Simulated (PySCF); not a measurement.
## Cost against result

Saddle point of GeH$_{5}$BrO, closed shell (GeH₄O ([OH][GeH3]) + HBr → GeH₃Br ([GeH3][Br]) + H₂O; bonds formed: Ge1–Br7, O2–H6; bonds broken: Ge1–O2, H6–Br7), PBE0-D4/def2-TZVP structure:

| atom | x (Å) | y (Å) | z (Å) |
| --- | --- | --- | --- |
| Ge1 | -0.3950 | -0.0430 | -0.7614 |
| O2 | 0.0335 | -0.4074 | 1.2111 |
| H3 | 0.1494 | -1.1570 | -1.6465 |
| H4 | -1.8360 | -0.4528 | -0.3294 |
| H5 | -0.5265 | 1.3832 | -1.2972 |
| H6 | 0.9507 | -0.0078 | 1.2558 |
| Br7 | 2.1875 | 0.6868 | -0.2848 |
| H8 | -0.5635 | -0.0020 | 1.8524 |

Barriers are electronic and count from the start structure reached by relaxing down the imaginary mode.

Computed with PySCF 2.14 with density fitting (its default auxiliary sets; JK sets also for MP2 and CCSD(T)) (basis: as named in each row); correlated methods freeze the cores. Filled d shells of the heavier atoms are correlated. The def2 sets are not built for correlating such inner shells, so the correlated values are less sure here. B3LYP uses VWN-RPA correlation. Extrapolation: Hartree–Fock as exp(−7.88 √X), correlation as X^−2.97.

Times are rough, for one single point on 4 threads of a shared host (Intel Xeon 6975P-C).

The estimate by CCSD(T) at an estimated basis limit (MP2 extrapolated from triple and quadruple zeta, plus CCSD(T) − MP2 in triple zeta) is 52.4 kJ/mol.

| method | basis | time (s) | barrier (kJ/mol) | method less estimate |
| --- | --- | --- | --- | --- |
| HF | STO-3G | under 1 | 83.7 | 31.3 |
| B3LYP-D4 | 6-31G | 2 | 36.1 | -16.3 |
| PBE0-D4 | def2-SVP | 3 | 40.8 | -11.6 |
| PBE-D4 | def2-SVP | 3 | 37.0 | -15.5 |
| SPW92 | def2-TZVPP | 4 | 23.9 | -28.6 |
| MP2 | def2-QZVPP | 4 | 53.0 | 0.6 |
| PBE0-D4 | def2-TZVPP | 6 | 39.5 | -13.0 |
| B3LYP-D4 | def2-TZVPP | 6 | 48.8 | -3.7 |
| BHLYP-D4 | def2-TZVPP | 6 | 51.1 | -1.3 |
| PBE-D4 | def2-TZVPP | 7 | 35.7 | -16.7 |
| r2SCAN-D4 | def2-TZVPP | 10 | 41.2 | -11.3 |
| CCSD(T) | def2-SVP | 29 | 64.2 | 11.8 |
| wB97M-V | def2-TZVPP | 140 | 43.1 | -9.4 |
| CCSD(T) | def2-TZVPP | 290 | 58.0 | 5.6 |

All methods are single points on the PBE0-D4 structures.

No T1 diagnostic of these runs exceeds 0.011.

Labels in which every atom is bracketed show which atoms are joined, not bond orders.
